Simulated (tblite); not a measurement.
Species: C4H12OP2S.
Atom-mapped SMILES: `[CH3:1][CH2:2][P@@:3](=[O:4])([PH2:5])[CH2:6][S:7][CH3:8]` (hydrogens: H9, H10, H11 on C1; H12, H13 on C2; H14, H15 on P5; H16, H17 on C6; H18, H19, H20 on C8)

A start from a force field or distance geometry was refined with GFN2-xTB geometry optimisation, gas phase (tblite). Values at the start:

```tsv
coordinate	start
C1–C2	1.517 Å
C1–H9	1.098 Å
C2–P3	1.809 Å
C2–H12	1.100 Å
C2–H13	1.116 Å
P3=O4	1.525 Å
P3–P5	2.149 Å
P3–C6	1.800 Å
P5–H14	1.442 Å
C6–S7	1.813 Å
C6–H16	1.112 Å
C6–H17	1.128 Å
S7–C8	1.830 Å
C8–H18	1.109 Å
C1–C2–P3	112.5°
C2–P3–O4	105.9°
C2–P3–C6	113.5°
P3–C6–S7	112.5°
O4–P3–P5	108.8°
O4–P3–C6	109.8°
P5–P3–C6	106.8°
C6–S7–C8	108.8°
```

How do these coordinates change at the GFN2-xTB level?

```csv
coordinate,GFN2-xTB (Å or °),change
P3=O4,1.472,-0.053
P5–H14,1.389,-0.053
P3–C6,1.851,+0.051
P3–P5,2.191,+0.042
C2–P3,1.849,+0.040
C6–H17,1.092,-0.036
C6–H16,1.089,-0.023
C8–H18,1.087,-0.022
C2–H13,1.095,-0.021
S7–C8,1.811,-0.019
C1–H9,1.088,-0.010
C2–H12,1.093,-0.007
C6–S7,1.814,+0.001
C1–C2,1.516,-0.001
C6–S7–C8,99.7,-9.1
C2–P3–C6,105.6,-7.9
C2–P3–O4,112.0,+6.1
P5–P3–C6,103.3,-3.5
O4–P3–C6,113.1,+3.3
C1–C2–P3,115.5,+3.0
P3–C6–S7,110.6,-1.9
O4–P3–P5,110.5,+1.7
```

The energy falls by 172.4 kJ/mol over 153 L-BFGS steps, the largest force on an atom goes from 4.69 to 0.009 eV/Å, and the atoms move by 0.897 Å rms after alignment. Among the bonds, P3=O4 and P5–H14 change most and about equally (-0.053 Å). Bonds longer at the end by more than 0.005 Å: 3 of 19; shorter: 14. Among the dihedrals that turn most is C6–S7–C8–H18, from 18° to 68°. Rotational constants go from 1540, 769.3, 623.6 to 1671, 813.3, 696.8 MHz.

Its GFN2-xTB frequencies are all real (lowest 42 cm⁻¹). One conformer, not necessarily the lowest. 3 starts were optimised and ended at 0.00, 0.02 and 4.66 kcal/mol (GFN2-xTB); the lowest of these is shown.

The numbers are calculated, not measured.
